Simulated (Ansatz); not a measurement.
One change: `NCC[SiH2]N` becomes `C[SiH2]N`.

Ansatz, PBE0-D4/def2-TZVP geometries, multiplicity 1. Each molecule was computed in one conformer, which needn't be the lowest.

| property | `NCC[SiH2]N` |
| --- | --- |
| HOMO energy (ωB97M-V/def2-TZVPP) / eV | -9.18 |
| HOMO energy (PBE0/def2-TZVPP) / eV | -6.78 |
| HOMO energy (B3LYP/def2-TZVPP) / eV | -6.55 |
| LUMO energy (B3LYP/def2-TZVPP) / eV | 0.29 |
| HOMO–LUMO gap (B3LYP/def2-TZVPP) / eV | 6.84 |
| HOMO energy (PBE/def2-TZVPP) / eV | -5.29 |

Question: What does the change do to each property? (Estimate.)

Answer: The calculation gave: 
| property | `C[SiH2]N` | shift |
| --- | --- | --- |
| HOMO energy (ωB97M-V/def2-TZVPP) / eV | -9.55 | -0.37 |
| HOMO energy (PBE0/def2-TZVPP) / eV | -7.19 | -0.41 |
| HOMO energy (B3LYP/def2-TZVPP) / eV | -6.97 | -0.42 |
| LUMO energy (B3LYP/def2-TZVPP) / eV | 0.38 | 0.09 |
| HOMO–LUMO gap (B3LYP/def2-TZVPP) / eV | 7.34 | 0.50 |
| HOMO energy (PBE/def2-TZVPP) / eV | -5.79 | -0.50 |

With PBE0 the HOMO falls by 0.41 eV and the LUMO rises by 0.10 eV, so the gap widens by about 0.51 eV. PBE moves the HOMO by -0.50 eV and ωB97M-V by -0.37 eV.

B3LYP here is the variant with VWN-RPA as its local correlation; programs differ in this.
